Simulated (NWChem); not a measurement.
Species: BHICl; SMILES ClBI

```xyz
4

B     -0.7968    -1.0404     0.0000
Cl     0.1963    -2.4725     0.0000
H     -2.0011    -1.1394     0.0000
I      0.0499     0.9127     0.0000
```
Atoms are numbered in this order, from 1.

Computed with NWChem. Medium grid unless said otherwise, to which SCAN and Minnesota functionals are sensitive. The geometry was optimised at PBE-D3(BJ)/def2-SVP. def2 effective core potentials on I; no spin-orbit coupling.

For level r2SCAN/def2-SVP:

```
Property                     Value
---------------------------  -----
highest occupied level (eV)  -6.91
orbital gap (eV)              4.28
dipole (D)                    0.31
```

Task: What are these values for level PBE/def2-SVP?

Result: 
* **highest occupied level (eV)**: -6.56
* **orbital gap (eV)**: 3.72
* **dipole (D)**: 0.16
